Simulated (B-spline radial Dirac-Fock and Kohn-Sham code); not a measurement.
Relativistic shifts of the levels of Gd⁶⁺

System: the Gd⁶⁺ ion in the configuration 1s2 2s2 2p6 3s2 3p6 3d10 4s2 4p6 4d10 4f6 5s2 5p4.

Both columns are ΔSCF binding energies of the configuration average from a radial finite-basis atomic code: non-relativistic Hartree-Fock with a point nucleus, and Dirac-Fock with a finite nucleus and the Coulomb interaction alone, averaged over the two j levels with weights 2j+1.

```
shell  Hartree-Fock (eV)  Dirac-Fock (eV)  shift (eV)  shift (%)
   1s            47563.1          50551.2    +2988.12      +6.28
   2s             7736.6           8505.4     +768.79      +9.94
   2p             7346.0           7590.4     +244.34      +3.33
   3s             1810.1           1990.5     +180.36      +9.96
   3p             1635.6           1699.0      +63.34      +3.87
   3d             1314.0           1299.6      -14.45      -1.10
   4s              444.5            487.0      +42.45      +9.55
   4d              248.3            244.6       -3.74      -1.50
   4f              100.9            95.61       -5.27      -5.22
   5s              122.8            130.7       +7.85      +6.39
   5p              101.3            103.3       +1.99      +1.96
```

Relativity binds 1s, 2s, 2p, 3s, 3p, 4s, 5s, 5p more strongly, among those listed most of all 3s in relative terms, and 3d, 4d, 4f more weakly, because the contracted s and p shells screen the nucleus better.

Values without a named source are computed, but for edge energies of neutral atoms, which are taken from tables.
